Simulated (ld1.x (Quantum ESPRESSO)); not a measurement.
**u(r) = r·R(r): atom against pseudo-atom (lithium (Li))**

Columns: radius, all-electron u(r) and pseudo u(r) of the 2p shell (level -1.38 eV) of lithium in the configuration [He] 2s0.5 2p0.5; LDA (PZ), scalar-relativistic, TM scheme, ld1.x (Quantum ESPRESSO) 7.5.

```csv
r (bohr),all-electron,pseudo
0.210,0.0163,0.0067
0.420,0.0507,0.0261
0.630,0.0915,0.0569
0.840,0.1337,0.0964
1.050,0.1746,0.1416
1.260,0.2129,0.1891
1.470,0.2483,0.2357
1.680,0.2807,0.2785
1.890,0.3099,0.3157
2.100,0.3359,0.3464
2.310,0.3586,0.3706
2.520,0.3780,0.3890
2.730,0.3942,0.4026
2.940,0.4071,0.4126
3.150,0.4170,0.4200
3.360,0.4240,0.4252
3.570,0.4283,0.4286
3.780,0.4301,0.4301
3.990,0.4297,0.4297
4.200,0.4273,0.4273
4.410,0.4231,0.4231
4.620,0.4173,0.4173
4.830,0.4102,0.4102
5.040,0.4019,0.4019
5.250,0.3926,0.3926
5.460,0.3825,0.3825
```

(1) How many radial nodes do the two functions have?

(2) At about which radius was the pseudo-wave matched?

(3) Where does each function peak?

(4) Is the pseudo-wave norm-conserving?

Answers

(1) The all-electron 2p function has n − l − 1 = 0; the pseudo-wave has 0.

(2) 4.20 bohr. The columns agree to 0.0005 from 3.57 bohr on; several derivatives are matched, so the curves merge somewhat inside the radius.

(3) Outermost all-electron maximum near 3.78 bohr, pseudo maximum near 3.78 bohr (to the table’s step).

(4) Yes: the TM scheme keeps the norm inside the radius equal to the all-electron one, which fixes the energy derivative of the logarithmic derivative at the level.
